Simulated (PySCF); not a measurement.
Identify the unknown among the candidates.

All candidates are C4H7FO2S.

- UV, strongest line: among the 8 lowest singlet transitions: S2 at 7.48 eV (166 nm, f = 0.030) [TDDFT B3LYP/def2-SVPD]
- UV, first state: lowest singlet excitation: 7.08 eV (175 nm, f = 0.009) [TDDFT B3LYP/def2-SVPD]
- Rotational structure: rotational constants A, B, C: 2.391, 1.822, 1.342 GHz [GFN2-xTB]
- Dipole: 5.04 D [B3LYP/def2-SVPD]
- Triplet: lowest triplet excitation (Tamm–Dancoff): 6.60 eV [TDA B3LYP/def2-SVPD]
- Polarisability: 72.0 au [B3LYP/def2-SVPD]

Gas-phase values; electronic properties from PySCF, density fitting. Levels stand in brackets. The structure is a single GFN2-xTB conformer in the gas phase; no vibrational or solvent corrections.

Question: Which candidate is it?
A. `COC(=S)[C@H](F)OC`
B. `C[C@@H]1CS(=O)(=O)[C@H]1F`
C. `C[C@@H]1CS(=O)(=O)[C@@H]1F`

Answer: B. It is `C[C@@H]1CS(=O)(=O)[C@H]1F`. Numbering: `[CH3:1][C@@H:2]1[CH2:3][S:4](=[O:5])(=[O:6])[C@H:7]1[F:8]`. The optimised geometry has point group C1 and is an asymmetric top.

The others, at the same levels:
- `COC(=S)[C@H](F)OC` fails: its computed lowest singlet excitation is 3.28 eV (378 nm, f = 0.000) (against 7.08 eV), lowest triplet excitation (Tamm–Dancoff) is 2.89 eV (against 6.60 eV) and strongest line among the 8 lowest singlet transitions is S2 at 5.42 eV (229 nm, f = 0.090) (against S2 at 7.48 eV).
- `C[C@@H]1CS(=O)(=O)[C@@H]1F` fails: its computed strongest line among the 8 lowest singlet transitions is S6 at 8.03 eV (154 nm, f = 0.058) (against S2 at 7.48 eV), rotational constant A is 2.663 GHz (against 2.391 GHz) and smallest rotational constant is 1.412 GHz (against 1.342 GHz).

Each candidate is one conformer, not necessarily the lowest. The conformers computed, where there is a choice (atom-mapped SMILES and torsion angles):
- `[CH3:1][O:2][C:3](=[S:4])[C@H:5]([F:6])[O:7][CH3:8]`: C1–O2–C3–S4 0°, O2–C3–C5–F6 46°, C3–C5–O7–C8 -171°
